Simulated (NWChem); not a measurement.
Molecule: MgHSCl; SMILES [SH][Mg][Cl]

```xyz
4

Mg     0.0120    -0.0388     0.0000
Cl     0.0140    -2.2395     0.0000
S      0.0570     2.2611     0.0000
H     -1.2929     2.3599     0.0000
```
Atoms are numbered in this order, from 1.

Computed with NWChem. Structure relaxed at the PBE0/def2-SVP level. Ions are spin-unrestricted doublets at the neutral geometry; other ion states weren't tried.

For level PBE0/def2-SVP:

- vertical ionisation energy, ΔSCF (eV) = 9.80
- −ε(HOMO) (eV) = 7.34

Task: Estimate the same quantities for level PBE/def2-SVP.

Result: 
| Quantity | Value |
|---|---|
| vertical ionisation energy, ΔSCF (eV) | 9.49 |
| −ε(HOMO) (eV) | 6.11 |
